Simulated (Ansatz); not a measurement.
`[Cl][GeH]([Cl])[SeH]` + `[SiH3][SeH]` → `[SeH][SiH2][SeH]` + `[Cl][GeH2][Cl]` at 600 K and 1 bar (formal exchange of groups at the Se–Ge bond).

Calculated with Ansatz (gas phase, PBE0-D4/def2-TZVP geometries, no zero-point term in ΔE). CBS: MP2 limit from def2 TZ/QZ plus the TZ coupled-cluster correction, frozen cores. For Ge, Se outer-core shells are correlated without core-valence functions, which leaves a few kJ/mol of doubt a bond. Scalar relativity is left out up to krypton. One conformer a species, not always the lowest.

```json
{"species": "`[Cl][GeH]([Cl])[SeH]`", "CCSD(T)/CBS energy (Eh)": "-5397.68334", "H − E (kJ/mol)": "102.3", "S (J/(mol·K))": "440.0"}
{"species": "`[SiH3][SeH]`", "CCSD(T)/CBS energy (Eh)": "-2692.20088", "H − E (kJ/mol)": "124.0", "S (J/(mol·K))": "341.5"}
{"species": "`[SeH][SiH2][SeH]`", "CCSD(T)/CBS energy (Eh)": "-5092.94208", "H − E (kJ/mol)": "139.3", "S (J/(mol·K))": "409.6"}
{"species": "`[Cl][GeH2][Cl]`", "CCSD(T)/CBS energy (Eh)": "-2996.94498", "H − E (kJ/mol)": "87.0", "S (J/(mol·K))": "354.5"}
```

H − E and S are ideal-gas, rigid-rotor, harmonic terms from PBE0-D4/def2-TZVP, for one conformer and one mirror image of each species. 1 Eh = 2625.50 kJ/mol, R = 8.31446 J/(mol·K).

Question: By hand: ΔE, ΔH, ΔS and ΔG.

Answer: ΔE = (-5092.94208) + (-2996.94498) − (-5397.68334) − (-2692.20088) = -0.00284 Eh = -7.5 kJ/mol. Δ(H − E) = 139.3 + 87.0 − 102.3 − 124.0 = 0.0, so ΔH = -7.5 kJ/mol. ΔS = 409.6 + 354.5 − 440.0 − 341.5 = -17.4 J/(mol·K). ΔG = -7.5 − 600 × (-17.4)/1000 = 2.9 kJ/mol.

Question: By hand: the equilibrium constant, and the temperature at which ΔG would vanish if ΔH and ΔS stayed fixed.

Answer: log₁₀ K = −ΔG/(RT ln 10) = -0.3. ΔG = 0 at ΔH/ΔS = 431 K, though so small a ΔH makes that figure unsure.

TΔS isn't small against ΔH here. The sign of ΔG lies within the doubt. A doubt of 5 kJ/mol in ΔE shifts log₁₀ K by 0.4 here. Other conformers and mirror images would add mixing entropy, several J/(mol·K) or more a flexible species. These are equilibria of isolated gas molecules and say nothing of rates. Largest T1 diagnostic: 0.009 (customary marks: 0.02 for closed shells, 0.045 for open ones).
